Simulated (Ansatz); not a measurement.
`[Ga][Br]` → Br• + Ga•  (atomization)

Gas-phase electronic energies from Ansatz, PBE0-D4/def2-TZVP geometries. CCSD(T)/CBS is the MP2 limit (def2-TZVPP, def2-QZVPP) plus CCSD(T) − MP2 in def2-TZVPP, frozen cores. DFT in def2-TZVPP. B3LYP here is the variant with VWN-RPA as its local correlation; programs differ in this. No spin–orbit coupling; open shells (•) take unrestricted orbitals. Spin–orbit coupling would lower the free atoms: clearly for Br, Ga. For Br, Ga outer-core shells are correlated without core-valence functions, so the limit isn't a true one: a few kJ/mol of doubt a bond, and 10 to 20 or more in all where bonds break to atoms. Scalar relativity is left out up to krypton.

`[Ga][Br]`:

```xyz
2

Ga   -1.057    0.482   -0.244
Br    1.057   -0.482    0.244
```

Task: What is ΔE at CCSD(T)/CBS? (Best estimate.)

Result: The calculation gave: +438.0 kJ/mol.

Task: What do these levels give: B97M-V, PBE0, B3LYP, BHLYP, HF/CBS(def2), MP2/CBS(def2)? (An estimate is asked.)

Result: Ansatz gave: B97M-V 426.9, PBE0 423.4, B3LYP 413.7, BHLYP 401.1, HF/CBS(def2) 310.6, MP2/CBS(def2) 455.2 kJ/mol.

Largest T1 diagnostic among the species: 0.013.

Leaving LDA and LC-ωPBE aside and taking each functional with its dispersion term where it has one, the values, not all of them listed here, spread over 28.8 kJ/mol, from BHLYP-D4 to PBE-D4. LDA lies +58.0 kJ/mol from PBE without D4, its usual overbinding. From BLYP to BHLYP (50 % exact exchange), in def2-TZVPP and without D4, ΔE moves by −13.5 kJ/mol: exact exchange takes away binding that semilocal exchange gives to molecules.

For atomizations the MP2-based limit and the directly extrapolated one differ by several kJ/mol either way, and by 10 to 25 for some Ge, Se and Sn compounds, so smaller differences from it don't rank the levels.
